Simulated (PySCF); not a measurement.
**Ionisation energy of Ga⁺ by level of theory**

Ga⁺ [Ar] 3d10 4s2 (1S) → Ga²⁺ [Ar] 3d10 4s1 (2S), as a difference of total energies. All numbers are calculated (PySCF 2.14, the spin-free X2C one-electron Hamiltonian (Gaussian nucleus), in aug-cc-pVDZ-DK). Correlated levels: valence: [Ar] 3d10 frozen. The calculations carry no spin-orbit coupling.

```
           method  ionisation energy (eV)
              UHF                  18.802
            M06-L                  20.609
             TPSS                  20.535
    MP2 (valence)                  19.445
SCS-MP2 (valence)                  19.573
   CCSD (valence)                  19.775
```

Errors of the correlated levels include the incompleteness of this basis and the frozen core.

With two correlated electrons CCSD is exact in that space.

**Question.** Which method comes closest to the reference value, and which is furthest?

**Answer.** The reference is 20.515 eV (measured; NIST Atomic Spectra Database, ionization energies). Closest: TPSS (error 0.020 eV); furthest: UHF (error -1.713 eV).
